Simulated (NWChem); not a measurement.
Species: C₂H₆SZr; SMILES [CH3][Zr]([CH3])=[S]

No frequency run checked for a minimum. def2 effective core potentials on Zr; no spin-orbit coupling.

**Question.** Give the equilibrium geometry at PBE0/def2-SVP with def2 effective core potentials on Zr (NWChem) as a Z-matrix, with the point group.

**Answer.** point group Cs; any orientation.
```
Zr
S 1 2.2040
C 1 2.2113 2 105.63
H 3 1.1039 1 113.55 2 57.31
H 3 1.1048 4 106.69 1 120.30
H 3 1.1081 4 108.69 5 115.67
C 1 2.2113 2 105.63 3 -110.55
H 7 1.1039 1 113.55 2 -57.31
H 7 1.1048 8 106.69 1 -120.30
H 7 1.1081 8 108.69 9 -115.67
```
